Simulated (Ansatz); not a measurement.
Basis sets compared for Ge₁₄H₂₀, a nanocrystal cut from cubic germanium. The state is a singlet with charge 0. Geometry PBE-D4/def2-SVP. Ansatz on 4 threads of AMD EPYC 7R13 on a shared host and a share (37 GiB) of an NVIDIA H100 80GB HBM3; times are rough, and most runs start from earlier orbitals.

```xyz
34

Ge    2.3656   -1.8300    2.1494
Ge   -3.5792    0.1297   -0.8740
Ge   -0.3106   -2.1647   -0.8267
Ge   -0.9296    0.4705    2.0965
Ge    2.6877    2.0821    1.4137
Ge    0.0101    1.7397   -1.5615
Ge    3.3059   -0.5569   -1.5217
Ge   -3.3074    0.5593    1.5197
Ge   -0.0110   -1.7387    1.5676
Ge    3.5795   -0.1316    0.8725
Ge   -2.6859   -2.0835   -1.4146
Ge   -2.3648    1.8280   -2.1505
Ge    0.9267   -0.4700   -2.0923
Ge    0.3105    2.1645    0.8330
H     2.9316   -3.2453    1.8269
H     2.5442   -1.5753    3.6759
H    -5.0948    0.1844   -1.2444
H     0.2665   -3.5756   -1.1684
H    -0.7507    0.7434    3.6243
H     2.8679    2.3708    2.9341
H     3.4614    3.1766    0.6196
H     0.7926    2.8217   -2.3722
H     3.8840   -1.9575   -1.8840
H     4.0832    0.5140   -2.3439
H    -4.0897   -0.5063    2.3442
H    -3.8822    1.9628    1.8761
H    -0.7917   -2.8218    2.3785
H     5.0954   -0.1868    1.2420
H    -3.4637   -3.1799   -0.6272
H    -2.8585   -2.3681   -2.9366
H    -2.5358    1.5680   -3.6771
H    -2.9358    3.2427   -1.8348
H     0.7428   -0.7425   -3.6195
H    -0.2642    3.5762    1.1754
```

The 6-31G sets use Cartesian d functions. Single mean-field runs in 6-31G, def2-SVP, def2-TZVP are fitted with def2-universal-jkfit.

Binding counts from free atoms (Ge triplet, H doublet) in the same basis, without a counterpoise term.

| level | functions | energy (Eh) | HOMO (eV) | LUMO (eV) | binding per atom (eV) | wall time |
| --- | --- | --- | --- | --- | --- | --- |
| HF/STO-3G | 272 | -28736.9522 | -6.75 | 8.68 | 3.77 | 15 s |
| HF/6-31G | 446 | -29062.1796 | -8.99 | 2.05 | 1.89 | 21 s |
| PBE-D4/def2-SVP | 548 | -29082.3587 | -6.09 | -1.50 | 2.89 | 22 s |
| PBE0-D4/def2-SVP | 548 | -29083.1509 | -7.04 | -0.82 | 2.89 | 15 s |

(1) Estimate the rows for PBE-D4/def2-TZVP (with forces), PBE0-D4/def2-TZVP.

Answers

(1) 
```tsv
level	functions	energy (Eh)	HOMO (eV)	LUMO (eV)	binding per atom (eV)	wall time
PBE-D4/def2-TZVP (with forces)	792	-29086.0281	-6.12	-1.65	2.89	21 s
PBE0-D4/def2-TZVP	792	-29086.8063	-7.04	-0.97	2.89	21 s
```
